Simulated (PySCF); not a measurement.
# `[C@H]12C=C(C#C)[C@H](C=C1)C=C2`, C10H8

Geometry:
| atom | x (Å) | y (Å) | z (Å) |
| --- | --- | --- | --- |
| C1 | 3.071 | 1.638 | -0.464 |
| C2 | 1.910 | 1.327 | -0.279 |
| C3 | 0.574 | 0.908 | -0.075 |
| C4 | -0.477 | 1.681 | 0.243 |
| C5 | -1.779 | 0.899 | 0.388 |
| C6 | -1.496 | -0.179 | 1.438 |
| C7 | -0.463 | -0.956 | 1.121 |
| C8 | 0.183 | -0.580 | -0.211 |
| C9 | -0.932 | -0.615 | -1.255 |
| C10 | -1.966 | 0.162 | -0.940 |
| H11 | 4.092 | 1.930 | -0.623 |
| H12 | -0.430 | 2.760 | 0.389 |
| H13 | -2.629 | 1.540 | 0.648 |
| H14 | -2.101 | -0.261 | 2.343 |
| H15 | -0.081 | -1.783 | 1.722 |
| H16 | 1.044 | -1.206 | -0.471 |
| H17 | -0.847 | -1.227 | -2.153 |
| H18 | -2.868 | 0.296 | -1.540 |

Level of theory: quadratic response CAM-B3LYP/aug-cc-pVDZ first hyperpolarisability, Taylor convention, gas phase (PySCF). Geometry: PBE0-D3(BJ)/def2-SVP.

**Question.** Give the tensor of the second harmonic β(−2ω;ω,ω) at 1064 nm in the axes of these coordinates.

**Answer.** In au, Taylor convention; rows are the first index (the induced dipole):
|  | xx | yy | zz | xy | xz | yz |
| --- | --- | --- | --- | --- | --- | --- |
| x | -224.1 | -6.1 | -38.8 | -66.4 | +20.2 | +15.8 |
| y | -58.9 | +28.4 | -13.6 | -7.3 | +13.5 | +8.6 |
| z | +21.7 | +8.1 | +17.1 | +15.3 | -36.8 | -12.6 |

Norm of βᵢ = ⅓ Σⱼ (βᵢⱼⱼ + βⱼᵢⱼ + βⱼⱼᵢ): 276.7 au, hyper-Rayleigh value 112.3 au.
